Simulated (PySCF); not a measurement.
C2H6ClFSi2, SMILES F[C@H]1C[SiH2][Si@H]1Cl. Geometry optimised at B3LYP-D3(BJ)/def2-SVP. The structure was generated by enumeration; whether it is a known compound was not checked.

Calculation: B3LYP-D3(BJ)/def2-SVP in PySCF.

Harmonic wavenumbers (cm⁻¹): 92, 101, 145, 308, 369, 394, 423, 480, 513, 563, 621, 656, 683, 728, 774, 844, 937, 982, 1055, 1079, 1155, 1244, 1350, 1431, 2218, 2230, 2244, 2987, 3046, 3113. Rotational constants (GHz): 2.066, 1.602, 1.091; symmetry number 1.

Problem. Work out the zero-point energy and the ideal-gas rigid-rotor harmonic-oscillator thermochemistry at 298.15 K and 1 atm.

Solution. ZPE = ½ Σ hcν = ½ × 32768 cm⁻¹ = 46.84 kcal/mol. H − E(el) = 52.33 kcal/mol. Entropy in cal/(mol K): translation 40.74, rotation 28.88, vibration 18.24, total 87.85. G − E(el) = 26.14 kcal/mol. Cp = 30.42 cal/(mol K). Modes under 150 cm⁻¹ make the vibrational entropy uncertain.
